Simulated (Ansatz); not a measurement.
Reaction (silylene loss): `C=C=C[SiH2][SiH3]` → `C=C=C[SiH3]` + `[SiH2]`

Gas-phase electronic energies from Ansatz, PBE0-D4/def2-TZVP geometries. CCSD(T)/CBS adds triple-zeta CCSD(T) − MP2 to the extrapolated MP2 energy (def2 sets, frozen cores). This one scheme is used for every species. DFT in def2-TZVPP. Each species was taken in one conformer, which may not be the lowest.

CCSD(T)/CBS gives +56.8 kcal/mol.

**Question.** Another level gave +55.1 kcal/mol. Which?
A. B2PLYP/def2-TZVPP
B. PBE-D4/def2-TZVPP
C. MP2/def2-TZVPP
D. CCSD/def2-TZVPP

**Answer.** A. B2PLYP 55.1, CCSD/def2-TZVPP 53.8, PBE-D4 60.5, MP2/def2-TZVPP 58.7 kcal/mol.

Largest T1 diagnostic among the species: 0.014.

From PBE to PBE0 (25 % exact exchange), in def2-TZVPP and without D4, ΔE moves by +1.4 kcal/mol. The D4 term adds +3.1 kcal/mol with B3LYP and +1.7 kcal/mol with PBE0; it sums over pairs of atoms, weighted by their polarisabilities, and B3LYP, whose exchange is more repulsive, gets the larger term.

B3LYP here is the variant with VWN-RPA as its local correlation; programs differ in this.
